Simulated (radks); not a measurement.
The numbers below are computed, except where a source is named.
The gold anion Au-, [Hg], held by a Watson sphere: a shell of charge +1 at radius R that stands for the Madelung well of a crystal (potential energy -1/R inside, -1/r outside, in hartree with lengths in bohr). Level of theory: scalar-relativistic Kohn-Sham, PBEsol, spin-polarised, spherical densities, point nucleus (a radial shooting solver on a logarithmic mesh with Libxc functionals). Response by self-consistent Sternheimer equations with the Hartree and adiabatic LDA kernel, the relativistic mass of each level held fixed and spin-orbit coupling left out. The sphere does not respond.

| R (bohr) | e(5p) (eV) | e(5d) (eV) | e(6s) (eV) | <r> 6s (bohr) | sum of <r^2> (bohr^2) | X-ray form factor at sin(theta)/lambda = 0.2 1/angstrom | alpha (bohr^3) |
|---|---|---|---|---|---|---|---|
| 2.89 | -59.957 | -7.204 | -6.623 | 2.838 | 70.21 | 67.132 | 43.83 |
| 3.29 | -59.483 | -6.678 | -6.221 | 2.905 | 71.67 | 67.108 | 48.68 |
| 3.48 | -59.271 | -6.447 | -6.024 | 2.935 | 72.30 | 67.102 | 51.09 |
| 3.66 | -59.076 | -6.237 | -5.837 | 2.962 | 72.86 | 67.099 | 53.42 |
| 3.74 | -58.992 | -6.148 | -5.756 | 2.973 | 73.09 | 67.098 | 54.45 |
| 4.78 | -58.020 | -5.134 | -4.780 | 3.094 | 75.54 | 67.099 | 67.75 |
